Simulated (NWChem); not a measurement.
# MoH2S3O; SMILES [OH][Mo](=[S])(=[S])[SH]

```xyz
7

Mo    -0.0202    -0.0977    -0.1964
S      1.3010    -1.4774     0.6830
S     -1.9375    -0.2509     0.6421
O     -0.0376    -0.3438    -2.0355
H     -0.8131    -0.1621    -2.5832
S      0.6368     2.0517     0.3605
H      1.9589     1.8395     0.1494
```
Atoms are numbered in this order, from 1.

Program: NWChem. Medium grid unless said otherwise, to which SCAN and Minnesota functionals are sensitive. All runs use the structure optimised with PBE0/def2-SVP. Not confirmed as a minimum by frequencies. def2 effective core potentials on Mo; no spin-orbit coupling.

For level M06-L/def2-SVP:

| Item | Result |
|---|---|
| highest occupied level (eV) | -6.66 |
| orbital gap (eV) | 2.58 |
| dipole (D) | 2.43 |

Question: How do the values read with level B3PW91/def2-SVP instead?

Answer: 
| Quantity | Result |
|---|---|
| highest occupied level (eV) | -7.29 |
| orbital gap (eV) | 3.73 |
| dipole (D) | 2.19 |
